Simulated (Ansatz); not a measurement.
Job for Ansatz (a quantum-chemistry and plane-wave program): R-CCSD(T)/cc-pVDZ on C3H7B (SMILES BCC=C), a point of a torsion scan.

Ansatz 0.2 input:
```yaml
crystal:
  periodic: [false, false, false]
  atoms:
    - {symbol: B, position_ang: [-1.55653694, 0.88864469, 0.58829047]}
    - {symbol: C, position_ang: [-0.65477123, 0.05794159, -0.39188116]}
    - {symbol: C, position_ang: [0.56362349, -0.63080106, 0.14982286]}
    - {symbol: C, position_ang: [1.27791996, -0.20567455, 1.17497480]}
    - {symbol: H, position_ang: [-1.54791294, 0.68570196, 1.73876409]}
    - {symbol: H, position_ang: [-2.30200112, 1.67417792, 0.14536983]}
    - {symbol: H, position_ang: [-0.34656030, 0.64928435, -1.26182789]}
    - {symbol: H, position_ang: [-1.32403455, -0.70433369, -0.81350269]}
    - {symbol: H, position_ang: [0.87108125, -1.52653693, -0.37796855]}
    - {symbol: H, position_ang: [1.01140671, 0.68616673, 1.71727990]}
    - {symbol: H, position_ang: [2.15829240, -0.72668701, 1.51224958]}
basis:
  gaussian:
    orbitals: cc-pVDZ
magnetization: {spin_polarized: false}
correlation: {method: ccsd_t, electrons: outside_noble_gas}
scf: {lower_state_search: off}
```

It printed:

```
WARN ansatz: RAYON_NUM_THREADS=1 ignored (pool sized by the plan → 1); use --threads N
Functional definition: HF
these checks for a lower state are left out or cut short: stability, starts, cluster_reference, orbital_swaps, neighbouring_geometries, increment
integrals: 0.09 GiB planned
826 factors; integrals over basis functions are off by at most 8.3e-4 eV
mean field: 0.17 GiB planned
mean field evaluation 1: about -3870.4415 eV, gradient 2.7e1 eV
mean field evaluation 2: about -3870.4428 eV, gradient 2.7e1 eV
mean field evaluation 4: about -3872.8353 eV, gradient 2.8e0 eV
mean field evaluation 8: about -3872.8651 eV, gradient 3.1e-2 eV
mean field -3872.86513087 eV, -142.3251684373 hartree, gradient 1.7e-6 eV, S^2 0.000000; 0 other end points of the search recorded, 0 dependent functions left out
4 core orbitals not correlated
reference -3872.86513087 eV, -142.3251684373 hartree; 11, 11 occupied and 76, 76 virtual orbitals, 826 factors
second order -13.36981279 eV of doubles, -0.00000000 eV of singles
coupled cluster: 0.30 GiB planned
cycle   1  -14.35492021 eV  change   -9.9e-1 eV  update   8.1e-2
cycle   2  -14.80115917 eV  change   -4.5e-1 eV  update   2.6e-2
cycle   3  -14.85897656 eV  change   -5.8e-2 eV  update   9.6e-3
cycle   4  -14.85852226 eV  change    4.5e-4 eV  update   3.1e-3
cycle   5  -14.85894296 eV  change   -4.2e-4 eV  update   9.3e-4
cycle   6  -14.85880949 eV  change    1.3e-4 eV  update   2.9e-4
cycle   7  -14.85877759 eV  change    3.2e-5 eV  update   1.1e-4
cycle   8  -14.85878326 eV  change   -5.7e-6 eV  update   4.4e-5
cycle   9  -14.85876931 eV  change    1.4e-5 eV  update   1.6e-5
perturbative correction -0.47101322 eV, -0.0173094166 hartree
Total energy: -3888.19491341 eV, -142.8885275545 hartree
Checks for a lower state left out: stability, starts, cluster_reference, orbital_swaps, neighbouring_geometries, increment
```

The run converged.

Cost: about 7 core-seconds (a rough figure).
